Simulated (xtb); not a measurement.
HO3W (SMILES [O]=[W+](=[O])[OH]), charge +1, singlet, from a rough starting geometry (GFN-xTB shapes and energies of metal compounds can be far from the true ones) (the multiplicity is a formal guess); GFN2-xTB run with xtb.

xtb was given this input:
```
$ xtb mol.xyz --gfn 2 --chrg 1 --opt vtight --json

# file mol.xyz
5

W      0.48735998    -0.12810198     0.53758636
O      1.82804700    -0.79451945    -0.30248705
O     -0.29800675    -1.21637124     1.59630315
O     -0.66295426     0.79336076    -0.58977080
H     -1.29141356     1.21680431    -1.19508331
```

Predict the main parts of the log of this xtb run.


```
   ID    Z sym.   atoms
    1   74 W      1
    2    8 O      2-4
    3    1 H      5

           -------------------------------------------------
          |                Calculation Setup                |
           -------------------------------------------------

           -------------------------------------------------
          |                 G F N 2 - x T B                 |
           -------------------------------------------------

          ...................................................
          :                      SETUP                      :
          :.................................................:
          :  # basis functions                  23          :
          :  # atomic orbitals                  22          :
          :  # shells                           10          :
          :  # electrons                        24          :
          :  max. iterations                   250          :
          :  Hamiltonian                  GFN2-xTB          :
          :  restarted?                      false          :
          :  GBSA solvation                  false          :
          :  PC potential                    false          :
          :  electronic temp.          300.0000000     K    :
          :  accuracy                    1.0000000          :
          :  -> integral cutoff          0.2500000E+02      :
          :  -> integral neglect         0.1000000E-07      :
          :  -> SCF convergence          0.1000000E-05 Eh   :
          :  -> wf. convergence          0.1000000E-03 e    :
          :  Broyden damping             0.4000000          :
          :  net charge                          1          :
          :  unpaired electrons                  0          :
          ...................................................

 iter      E             dE          RMSdq      gap      omega  full diag
   1      3.5633570  0.356336E+01  0.386E+01    0.28       0.0  T
   2     -6.9689761 -0.105323E+02  0.345E+01   16.95       1.0  T
   3    -10.4269740 -0.345800E+01  0.294E+01   13.85       1.0  T
   4    -11.0840923 -0.657118E+00  0.266E+01   11.47       1.0  T
   5    -11.7175829 -0.633491E+00  0.224E+01    7.76       1.0  T
   6    -13.2315386 -0.151396E+01  0.149E+01    2.54       1.0  T
   7    -12.9459191  0.285619E+00  0.398E+01    0.19       1.0  T
   8     -5.3394903  0.760643E+01  0.870E+01    0.34       1.0  T
   9     -6.2148250 -0.875335E+00  0.819E+01    0.36       1.0  T
  10     -6.2909422 -0.761172E-01  0.819E+01    0.36       1.0  T
  11     -7.4854714 -0.119453E+01  0.765E+01    0.29       1.0  T
  12      2.9505330  0.104360E+02  0.118E+02    0.17       1.0  T
  13     -4.6622614 -0.761279E+01  0.968E+01    0.14       1.0  T
  14      6.5527268  0.112150E+02  0.927E+01    0.28       1.0  T
  15      1.0820961 -0.547063E+01  0.105E+02    0.08       1.0  T
  16      1.6870216  0.604925E+00  0.973E+01    0.09       1.0  T
  17      1.6958599  0.883832E-02  0.973E+01    0.09       1.0  T
  18      1.4590006 -0.236859E+00  0.965E+01    0.12       1.0  T
  19      0.2277079 -0.123129E+01  0.105E+02    0.08       1.0  T
  20      0.6466864  0.418978E+00  0.946E+01    0.19       1.0  T
  21      0.5384378 -0.108249E+00  0.953E+01    0.15       1.0  T
  22      2.4911038  0.195267E+01  0.989E+01    0.05       1.0  T
  23      2.1842471 -0.306857E+00  0.101E+02    0.02       1.0  T
  24      2.1149560 -0.692911E-01  0.100E+02    0.03       1.0  T
  25      2.4751934  0.360237E+00  0.101E+02    0.02       1.0  T
  26     -4.1117493 -0.658694E+01  0.840E+01    0.42       1.0  T
  27     -6.2317584 -0.212001E+01  0.818E+01    0.31       1.0  T
  28     -3.8552777  0.237648E+01  0.841E+01    0.47       1.0  T
  29     -4.8598463 -0.100457E+01  0.795E+01    0.48       1.0  T
  30     -4.8623246 -0.247827E-02  0.796E+01    0.47       1.0  T
  31     -5.0337195 -0.171395E+00  0.783E+01    0.48       1.0  T
[...]
         :: total energy             -14.630835550022 Eh    ::
 * total energy  :   -14.6308356 Eh     change       -0.3953939E-09 Eh
 * total energy  :   -14.6315677 Eh     change       -0.7321643E-03 Eh
 * total energy  :   -14.6318028 Eh     change       -0.2350812E-03 Eh
 * total energy  :   -14.6318163 Eh     change       -0.1354039E-04 Eh
 * total energy  :   -14.6318197 Eh     change       -0.3324641E-05 Eh
 * total energy  :   -14.6318200 Eh     change       -0.3845051E-06 Eh
 * total energy  :   -14.6318202 Eh     change       -0.1447732E-06 Eh
 * total energy  :   -14.6318203 Eh     change       -0.6601786E-07 Eh
   *** GEOMETRY OPTIMIZATION CONVERGED AFTER 8 ITERATIONS ***
         :: total energy             -14.631820257277 Eh    ::
[...]
         1        2.0000           -1.0234032             -27.8482
         2        2.0000           -0.9695196             -26.3820
         3        2.0000           -0.9403194             -25.5874
         4        2.0000           -0.8422006             -22.9174
         5        2.0000           -0.8023237             -21.8323
         6        2.0000           -0.7459449             -20.2982
         7        2.0000           -0.7179282             -19.5358
         8        2.0000           -0.7043557             -19.1665
         9        2.0000           -0.6904141             -18.7871
        10        2.0000           -0.6769656             -18.4212
        11        2.0000           -0.6722394             -18.2926
        12        2.0000           -0.6678553             -18.1733 (HOMO)
        13                         -0.5973404             -16.2545 (LUMO)
        14                         -0.4733900             -12.8816
        15                         -0.4428338             -12.0501
        16                         -0.4133909             -11.2489
        17                         -0.3770046             -10.2588
        18                         -0.3607242              -9.8158
        19                         -0.2520801              -6.8595
        20                         -0.0638267              -1.7368
        21                          0.0672588               1.8302
        22                          0.1758990               4.7865
      -------------------------------------------------------------
                  HL-Gap            0.0705149 Eh            1.9188 eV
             Fermi-level           -0.6325978 Eh          -17.2139 eV

     #   Z          covCN         q      C6AA      α(0)
     1  74 W        2.487     1.697   326.781    39.870
     2   8 O        0.830    -0.363    20.961     6.138
     3   8 O        0.830    -0.363    20.961     6.138
     4   8 O        1.630    -0.405    20.963     6.180
     5   1 H        0.803     0.433     0.428     1.028

 Mol. C6AA /au·bohr⁶  :       1019.082056
 Mol. C8AA /au·bohr⁸  :      84114.021806
 Mol. α(0) /au        :         59.353222

Wiberg/Mayer (AO) data.
largest (>0.10) Wiberg bond orders for each atom

 ---------------------------------------------------------------------------
     #   Z sym  total        # sym  WBO       # sym  WBO       # sym  WBO
 ---------------------------------------------------------------------------
     1  74 W    5.300 --     3 O    1.976     2 O    1.976     4 O    1.302
     2   8 O    2.486 --     1 W    1.976     3 O    0.337     4 O    0.166
     3   8 O    2.486 --     1 W    1.976     2 O    0.337     4 O    0.166
     4   8 O    2.388 --     1 W    1.302     5 H    0.753     2 O    0.166
                             3 O    0.166
     5   1 H    0.812 --     4 O    0.753
 ---------------------------------------------------------------------------

Topologies differ in total number of bonds
Writing topology from bond orders to xtbtopo.mol

molecular dipole:
                 x           y           z       tot (Debye)
 q only:        0.060       1.543       0.406
   full:       -0.163       2.022       0.259       5.197
molecular quadrupole (traceless):
                xx          xy          yy          xz          yz          zz
 q only:       -0.351      -0.734      -1.096       7.441       0.482       1.447
  q+dip:       -0.337      -0.652      -1.231       7.716       0.592       1.568
   full:       -0.412      -0.628      -1.155       7.912       0.689       1.567

optimized geometry written to: xtbopt.xyz

           -------------------------------------------------
          | TOTAL ENERGY              -14.631820257277 Eh   |
          | GRADIENT NORM               0.000062797727 Eh/α |
          | HOMO-LUMO GAP               1.918807009191 eV   |
           -------------------------------------------------

normal termination of xtb
```
